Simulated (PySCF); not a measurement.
## Zn⁺: excitation energy

Zn⁺ [Ar] 3d10 4s1 (2S) → Zn⁺ [Ar] 3d9 4s1 4p1 (high-spin determinant), as a difference of total energies. Computed with PySCF 2.14 in ANO-RCC-VTZP (6s5p3d2f1g, 59 functions), with the spin-free X2C one-electron Hamiltonian (Gaussian nucleus). Correlated levels: valence: [Ar] frozen; valence and next inner shell: [Ne] frozen. The calculations carry no spin-orbit coupling.

```tsv
method	excitation energy (eV)
UHF	10.684
LDA	14.076
PBE	13.492
PBE0	12.988
r2SCAN	12.877
B3LYP	13.258
M06-L	13.345
MN15	14.005
MP2 (valence)	13.564
SCS-MP2 (valence)	13.311
MP2 (valence and next inner shell)	14.069
SCS-MP2 (valence and next inner shell)	13.691
```

Q: How much does correlation contribute at MP2 (valence and next inner shell)?

A: 14.069 − (10.684) = 3.385 eV, measured against UHF.

A first-order spin-orbit estimate (lowest level to lowest level, LS coupling) adds -0.102 eV.

The basis was made for the ground configuration and has no added diffuse functions, so the excitation energy can come out too high.

The determinant of the upper state mixes LS terms, which raises its energy above the lowest term, most at the Hartree-Fock and MP2 levels.
